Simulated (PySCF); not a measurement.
Input for PySCF:
```python
from pyscf import gto, scf

mol = gto.M(
    atom='''
C    -1.13014189    0.00566523   -0.00711113
Si    0.81261806   -0.00407353    0.00511319
H    -1.52987408   -0.60088156   -0.82180865
H    -1.52612189    1.01530756   -0.13055784
H    -1.53980551   -0.39138794    0.92344859
''',
    basis='sto-3g',
    spin=1,
    verbose=4,
)

mf = scf.UHF(mol)
mf.kernel()
mf.analyze()
```

Question: What does this run give for the number of basis functions, total energy, nuclear repulsion energy, dipole moment, <S^2>?

Answer: 
| Item | Result |
|---|---|
| number of basis functions | 17 |
| total energy | -324.659303 Ha |
| nuclear repulsion energy | 41.2085 Eh |
| dipole moment | 0.47 D |
| <S^2> | 0.753 |

These values belong to the state on which the SCF converged, which isn't shown to be the lowest.
